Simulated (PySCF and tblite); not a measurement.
Results of a calculation; reference values are marked as such.
Molecule: C₇H₉N, numbered as in [CH:1]#[C:2][C@H:3]1[CH:4]=[CH:5][CH2:6][NH:7][CH2:8]1; H are named by their carrier, a and b as at the first point (Å):

```
C1       2.792   -0.046   -0.888
C2       1.912   -0.219   -0.096
C3       0.792   -0.388    0.816
C4       0.174    0.961    1.084
C5      -0.973    1.315    0.532
C6      -1.742    0.418   -0.394
N7      -0.994   -0.735   -0.908
C8      -0.265   -1.332    0.211
H1       3.587    0.086   -1.560
H3       1.169   -0.816    1.753
H4       0.727    1.629    1.729
H5      -1.422    2.277    0.736
H6a     -2.103    0.996   -1.251
H6b     -2.629    0.037    0.132
H7      -0.242   -0.302   -1.448
H8a      0.219   -2.245   -0.149
H8b     -0.989   -1.607    0.984
```

The mean out-of-plane torsion at N7 (0° is planar) is held and the rest relaxed at GFN2-xTB. Energies: PBE0/pcSseg-1 + D3(BJ). Couplings: B3LYP/6-31G* with H pcJ-1 N pcJ-1, gas phase, for ¹H, ¹⁵N. (tblite 0.8, PySCF 2.14.)

(1) How do the most sensitive couplings change along the out-of-plane angle?

(2) Set ³J(H7,H8b) against its H–N–C–H torsion.

## Answers

(1) 
| out-of-plane angle ° | ¹J(N7,H7) | ³J(H7,H8b) | ³J(H6b,H7) | ³J(H7,H8a) | ³J(H6a,H7) | ³J(N7,H3) | ²J(N7,H8a) |
| --- | --- | --- | --- | --- | --- | --- | --- |
| -42 | -57.3 | 13.7 | 12.8 | 1.3 | 3.9 | -0.5 | -4.1 |
| -26 | -83.8 | 14.4 | 9.8 | 4.2 | 6.7 | -1.5 | -1.3 |
| 0 | -107.0 | 3.3 | -0.7 | 8.2 | 6.6 | -4.1 | 0.9 |
| 26 | -83.3 | -0.9 | 1.9 | 5.9 | 2.2 | -5.5 | -0.8 |
| 42 | -57.9 | 2.0 | 5.7 | 4.1 | 1.3 | -4.3 | -2.7 |
Values in Hz.

(2) -166°: 14.4 Hz, -121°: 3.3 Hz, -81°: -0.9 Hz, -60°: 2.0 Hz, 166°: 13.7 Hz.
